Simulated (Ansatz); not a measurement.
```yaml
crystal:
  periodic: [false, false, false]
  atoms:
    - {symbol: Ni, position_ang: [0.580171, -0.410864, -0.004359]}
    - {symbol: C, position_ang: [0.031102, 0.021987, 1.903016]}
    - {symbol: H, position_ang: [0.043531, 1.154926, 2.084774]}
    - {symbol: H, position_ang: [0.791154, -0.479890, 2.609773]}
    - {symbol: H, position_ang: [-1.016874, -0.387999, 2.128904]}
    - {symbol: C, position_ang: [-0.029216, -0.023204, -1.903103]}
    - {symbol: H, position_ang: [-1.095763, -0.409495, -2.076233]}
    - {symbol: H, position_ang: [0.688450, -0.568371, -2.621396]}
    - {symbol: H, position_ang: [0.007457, 1.102898, -2.121375]}
basis:
  gaussian: {orbitals: cc-pVDZ, final_grid: {core_spheres: 20, valence_spheres: 16, degree: 47}}
magnetization: {spin_polarized: false, initial_magnetization: 2}
hamiltonian: {xc: {name: revPBE}}
scf: {omitted_lower_state_checks: [starts]}
```

```sh
$ ansatz run in.yaml --threads 2 --pin off --events-out ev --progress --plain --max-ram 4352MiB
```

Output, abridged:

```
Functional definition: revPBE
1226 factors; their error is unknown
mean field evaluation 1: about -43200.2639 eV, gradient 6.8e1 eV
mean field evaluation 2: about -43175.2946 eV, gradient 1.1e2 eV
mean field evaluation 4: about -43208.4216 eV, gradient 5.1e1 eV
mean field evaluation 8: about -43211.8812 eV, gradient 1.0e1 eV
mean field evaluation 16: about -43212.0857 eV, gradient 2.0e-2 eV
mean field -43212.05846421 eV, -1588.0138583746 hartree, gradient 2.2e-6 eV, S^2 2.000000; 0 other end points of the search recorded, 0 dependent functions left out
reference -43212.05852246 eV, -1588.0138605153 hartree; 24, 22 occupied and 77, 79 virtual orbitals, 1226 factors
Total energy: -43212.05852246 eV, -1588.0138605153 hartree
Checks for a lower state left out: starts
```

It took 4.1 s on 2 threads of Intel Xeon Platinum 8488C on a shared host.

With spin_polarized false and unpaired electrons the run is restricted open-shell.
